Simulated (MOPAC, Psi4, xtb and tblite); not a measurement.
Conformational energy of C₄H₆O₂SSi, SMILES c1cc(sc1O[SiH3])O. Scanned: dihedral H9–O1–C2–S8; all other coordinates were relaxed at GFN2-xTB. Points at φ and −φ are mirror images. Heavy atoms are numbered in the order of the SMILES Oc1ccc(O[SiH3])s1, hydrogens after them in the order of the atoms that carry them; the mirror image has the same energies with the sign of each dihedral reversed. Each profile is relative to its own lowest point.

```json
[
 {"φ / °": "-150", "A": "1.7", "B": "0.4", "C": "0.3"},
 {"φ / °": "-120", "A": "2.7", "B": "1.2", "C": "0.7"},
 {"φ / °": "-90", "A": "2.7", "B": "1.8", "C": "0.6"},
 {"φ / °": "-60", "A": "1.5", "B": "2.4", "C": "0.5"},
 {"φ / °": "-30", "A": "0.4", "B": "2.9", "C": "0.7"},
 {"φ / °": "0", "A": "0.0", "B": "3.2", "C": "1.0"},
 {"φ / °": "30", "A": "0.4", "B": "2.9", "C": "0.7"},
 {"φ / °": "60", "A": "1.5", "B": "2.4", "C": "0.5"},
 {"φ / °": "90", "A": "2.7", "B": "1.8", "C": "0.6"},
 {"φ / °": "120", "A": "2.7", "B": "1.2", "C": "0.7"},
 {"φ / °": "150", "A": "1.7", "B": "0.4", "C": "0.3"},
 {"φ / °": "180", "A": "1.1", "B": "0.0", "C": "0.0"}
]
```

Energies in kcal/mol.

**Question.** Match the curves with the methods AM1, restricted, heats of formation // GFN2-xTB in MOPAC; xtb and tblite with GFN2-xTB; PBE0-D3(BJ)/def2-SVP // GFN2-xTB (Psi4 1.11).

**Answer.** A is GFN2-xTB; B is AM1; C is PBE0-D3(BJ)/def2-SVP.
